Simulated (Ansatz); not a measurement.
Input for Ansatz (an electronic-structure program): U-wB97M-V/def2-TZVPP on CH3S (SMILES [CH2]S), 2S+1 = 2, atoms moved off the minimum.

Ansatz 0.2 input:
```yaml
crystal:
  periodic: [false, false, false]
  atoms:
    - {symbol: C, position_ang: [-0.94502780, 0.48334444, 0.05340444]}
    - {symbol: S, position_ang: [0.48344047, -0.33306353, -0.03657778]}
    - {symbol: H, position_ang: [-1.91392219, -0.13339285, 0.00574943]}
    - {symbol: H, position_ang: [-1.06900119, 1.57932409, 0.06167785]}
    - {symbol: H, position_ang: [1.29203391, 0.76439054, -0.02822191]}
basis:
  gaussian:
    orbitals: def2-TZVPP
hamiltonian:
  xc: {name: wB97M-V}
magnetization: {spin_polarized: true, initial_magnetization: 1}
output: {forces: true}
```

It printed:

```
WARN ansatz: RAYON_NUM_THREADS=1 ignored (pool sized by the plan → 1); use --threads N
Functional definition: wB97M-V
integrals: 0.04 GiB planned
648 factors; their error is unknown
integrals: 0.07 GiB planned
147 factors; integrals over basis functions are off by at most 1.4e-5 eV
mean field: 0.53 GiB planned
mean field evaluation 1: about -11916.7893 eV, gradient 2.0e1 eV
mean field evaluation 2: about -11917.3546 eV, gradient 1.8e1 eV
mean field evaluation 4: about -11918.8672 eV, gradient 6.4e-1 eV
mean field evaluation 8: about -11918.8805 eV, gradient 3.5e-2 eV
mean field evaluation 16: about -11918.8811 eV, gradient 1.0e-4 eV
mean field -11918.88110422 eV, -438.0108016724 hartree, gradient 4.5e-5 eV, S^2 0.754491; 0 other end points of the search recorded, 0 dependent functions left out
the calculation of the forces begins
reference -11918.88113847 eV, -438.0108029309 hartree; 13, 12 occupied and 102, 103 virtual orbitals, 648 factors
Total energy: -11918.88113847 eV, -438.0108029309 hartree
Atom 0 at    -0.945028     0.483344     0.053404 Å, force    -3.827894     0.560274    -0.018294 eV/Å
Atom 1 at     0.483440    -0.333064    -0.036578 Å, force     1.882060    -0.097192    -0.087214 eV/Å
Atom 2 at    -1.913922    -0.133393     0.005749 Å, force     1.815600     1.022730     0.109687 eV/Å
Atom 3 at    -1.069001     1.579324     0.061678 Å, force     0.338839    -0.893701    -0.001761 eV/Å
Atom 4 at     1.292034     0.764391    -0.028222 Å, force    -0.208605    -0.592110    -0.002418 eV/Å
Dipole moment:     0.048995     0.166963    -0.013861 e Å
```

The calculation finished and met its thresholds.

Cost: very roughly 4 core-seconds.
